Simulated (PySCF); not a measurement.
Gas-phase reaction: 2 BBr3 + 2 F → 3 Br2 + 2 BF

Computed with PySCF and rigid-rotor harmonic-oscillator thermochemistry at 1 bar. † marks an energy on the PBE0/def2-TZVP geometry and frequencies; other levels use their own. MP2 and CCSD(T) freeze the core. 6-31G* has spherical d functions here. Open shells (unrestricted): F (multiplicity 2); the rest are closed-shell singlets. Spin-orbit splitting is ignored; it lowers the true energy and changes the entropy of F. B3LYP is the form with VWN-RPA correlation. Br: all electrons, no relativistic terms. MP2 isn't extrapolated to the basis-set limit. CCSD(T) isn't extrapolated to the basis-set limit.

```csv
level,"ΔH°(298 K), kJ"
B3LYP/6-31G*,135
CCSD(T)/def2-SVP†,?
CCSD(T)/def2-TZVPP†,174
MP2/def2-SVP†,?
PBE0/def2-QZVP†,?
r2SCAN/def2-TZVP†,215
```

Question: What belongs in the gaps?

Answer: 
- CCSD(T)/def2-SVP†, ΔH°(298 K), kJ: 234
- MP2/def2-SVP†, ΔH°(298 K), kJ: 285
- PBE0/def2-QZVP†, ΔH°(298 K), kJ: 184
